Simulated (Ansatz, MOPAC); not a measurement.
## A ladder of methods for CsF (SMILES [F][Cs])

CsF, singlet, SMILES `[F][Cs]`. Each level relaxes the structure for itself.

Each level gives the equilibrium bond length (Å). The values are calculated.

Measured value to compare with: Huber and Herzberg, Constants of Diatomic Molecules gives the equilibrium bond length of the gas as 2.345 Å.

| level | kind | program | value (Å) | computed − measured |
| --- | --- | --- | --- | --- |
| PM6 | semi-empirical | MOPAC | 2.552 | +0.207 |
| PM6-D3 | semi-empirical | MOPAC | 2.554 | +0.209 |
| PM6-D3H4 | semi-empirical | MOPAC | 2.552 | +0.207 |
| PM7 | semi-empirical | MOPAC | 2.175 | -0.170 |
| SVWN5/def2-TZVP (core potential) | LDA | Ansatz | 2.344 | -0.001 |
| PBE-D3(BJ)/def2-TZVP (core potential) | GGA | Ansatz | 2.389 | +0.044 |
| r2SCAN/def2-TZVP (core potential) | meta-GGA | Ansatz | 2.390 | +0.045 |
| B3LYP-D4/def2-TZVP (core potential) | global hybrid | Ansatz | 2.403 | +0.058 |
| wB97X-V/def2-TZVP (core potential) | range-separated hybrid | Ansatz | 2.401 | +0.056 |
| CCSD(T)/def2-TZVP (core potential) | coupled cluster or CI | Ansatz | 2.421 | +0.076 |

Nearest: SVWN5/def2-TZVP (core potential) (-0.001 Å); farthest: PM6-D3 (+0.209 Å). Computed less measured by kind, in Å (def2-TZVP rows): semi-empirical -0.170 to +0.209; LDA -0.001; GGA +0.044; meta-GGA +0.045; global hybrid +0.058; range-separated hybrid +0.056; coupled cluster or CI +0.076.
